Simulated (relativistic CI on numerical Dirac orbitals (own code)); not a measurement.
# Magnetism of Tm3+, 4f12, in a crystal field

Calculated by Dirac-Coulomb-Breit CI, orbitals from a KLI potential per configuration, model QED (radiative potential, 1s self-energy scaled to tabulated hydrogen-like ionisation energies), valence Slater integrals scaled by 0.85, one configuration in a parametric crystal field (own radial code).

Field parameters in Wybourne normalisation; cubic f-shell fields have B⁴₄ = √(5/14) B⁴₀ and B⁶₄ = −√(7/2) B⁶₀. The field is a parameter set, without covalency.

S is read from ⟨S²⟩ = S(S + 1).

Powder χT (cm³ K mol⁻¹) by Van Vleck's formula, with temperature-independent terms:

```csv
Field,2 K,5 K,10 K,20 K,50 K,100 K,200 K,300 K
"C2v, B20 = 480, B22 = -170, B40 = 140, B42 = 10, B44 = -520, B60 = 510, B62 = 40, B64 = 10, B66 = -660 cm⁻¹",1.19,2.3,3.18,4.27,5.68,6.4,6.85,7
"C2v, B20 = -590, B22 = 340, B40 = 50, B42 = -130, B44 = -40, B60 = 770, B62 = -70, B64 = 460, B66 = 280 cm⁻¹",1.05,2.55,4.11,5.15,5.9,6.43,6.87,7.01
"D3d, B20 = -1110, B40 = 1130, B43 = 360, B60 = 710, B63 = -230, B66 = -570 cm⁻¹",0.784,1.95,3.52,4.98,6.1,6.58,6.86,6.97
"D4h, B20 = 1920, B40 = 50, B44 = 860, B60 = -470, B64 = 970 cm⁻¹",1.86,3.9,5.13,5.74,6.08,6.28,6.57,6.77
"Oh, B40 = -1100, B60 = -180 cm⁻¹",0.818,2.04,3.75,5.25,6.1,6.53,6.9,7.02
"Oh, B40 = 590, B60 = 780 cm⁻¹",0.14,0.35,0.7,1.4,3.4,5.37,6.45,6.77
```

Question: For C2v, B20 = -590, B22 = 340, B40 = 50, B42 = -130, B44 = -40, B60 = 770, B62 = -70, B64 = 460, B66 = 280 cm⁻¹: what effective moment follows at 300 K?

Answer: μ_eff = √(8χT) = 7.49 μB. The LS value g√(J(J + 1)) of the free ion's 3H_6 level is 7.56 μB.
